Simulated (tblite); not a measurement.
C2H6OSeSi.
SMILES with atom numbers: `[CH3:1][C:2](=[O:3])[SiH2:4][SeH:5]` (hydrogens: H6, H7, H8 on C1; H9, H10 on Si4; H11 on Se5)

Cartesian coordinates in Å at the GFN2-xTB level; atoms count from 1:
```
atom  x, y, z in Å
C1    -1.604    0.162   -0.585
C2    -0.138   -0.130   -0.530
O3     0.449   -0.722   -1.405
Si4    0.824    0.494    1.030
Se5    2.907   -0.212    0.564
H6    -1.749    1.239   -0.538
H7    -2.086   -0.273    0.288
H8    -2.053   -0.234   -1.493
H9     0.722    1.949    1.106
H10    0.260   -0.135    2.222
H11    2.473   -0.780   -0.686
```

Computed values, GFN2-xTB/tblite, gas phase, harmonic and unscaled. The method is semi-empirical: single wavenumbers can be off by several per cent or more. Modes of hydrogen on selenium and silicon can be 10 to 20 % off. One conformer, not necessarily the lowest.

Harmonic wavenumbers (cm⁻¹): 49.6, 109.7, 130.9, 245.9, 309.2, 336.7, 418.9, 437.4, 485.1, 546.5, 584.3, 618.1, 716.7, 765.1, 955.8, 976.5, 1141.0, 1362.3, 1445.7, 1448.8, 1730.2, 2045.5, 2269.6, 2279.3, 3021.8, 3028.7, 3037.2.

A = 5911, B = 1226, C = 1034 MHz; mass 153.935 u (most abundant isotopes); point group Cs, symmetry number 1.

What is the zero-point energy?

½Σν̃ = 15248 cm⁻¹ = 43.60 kcal/mol.

Give the ideal-gas entropy at 400 K and 1 bar in the rigid-rotor, harmonic-oscillator model (classical rotation).

Translation 42.49, rotation 29.03, vibration 27.04: S = 98.6 cal/(mol K).

And Cp and H(400 K) − H(0)?

Cp = 33.96 cal/(mol K), of which vibrations give 26.01 (their classical limit is 27 R = 53.7); H(400 K) − H(0) = 8.82 kcal/mol without the zero-point energy, 5.64 from vibrations.

Blend soft modes into free rotors: weight 1/[1 + (100 cm⁻¹/ν̃)⁴] for the oscillator and the rest for a rotor with moment μB/(μ + B), μ = h/(8π²ν), B = 10⁻⁴⁴ kg m². What vibrational entropy results?

25.08 cal/(mol K) in place of 27.04, which changes −T·S at 400 K by +0.78 kcal/mol.

Which modes carry the vibrational entropy at 400 K?

49.6 cm⁻¹: 5.42; 109.7 cm⁻¹: 3.85; 130.9 cm⁻¹: 3.50; 245.9 cm⁻¹: 2.29; 309.2 cm⁻¹: 1.88; 336.7 cm⁻¹: 1.72 cal/(mol K); the other 21 give 8.38 together.

How do the functions run with temperature in this model?

| T (K) | S (cal/(mol K)) | Cp (cal/(mol K)) | H − H(0) (kcal/mol) | G − H(0) (kcal/mol) | ln q(vib) |
| --- | --- | --- | --- | --- | --- |
| 150 | 72.9 | 19.1 | 1.98 | -8.96 | 1.99 |
| 250 | 84.4 | 26.3 | 4.26 | -16.84 | 3.80 |
| 298.15 | 89.3 | 29.1 | 5.60 | -21.03 | 4.68 |
| 600 | 113.7 | 41.0 | 16.35 | -51.89 | 9.91 |
| 900 | 131.8 | 47.8 | 29.76 | -88.83 | 14.43 |

q(vib) and H(0) count from the zero-point level.

What must be added to the electronic energy to get the Gibbs energy at 400 K and 1 bar?

ZPE + [H(400 K) − H(0)] − T·S = 43.60 + 8.82 − 39.42 = 13.00 kcal/mol.

Hindered rotation and anharmonicity are outside this model. Other conformers, if any are populated, would add a mixing term that is left out.
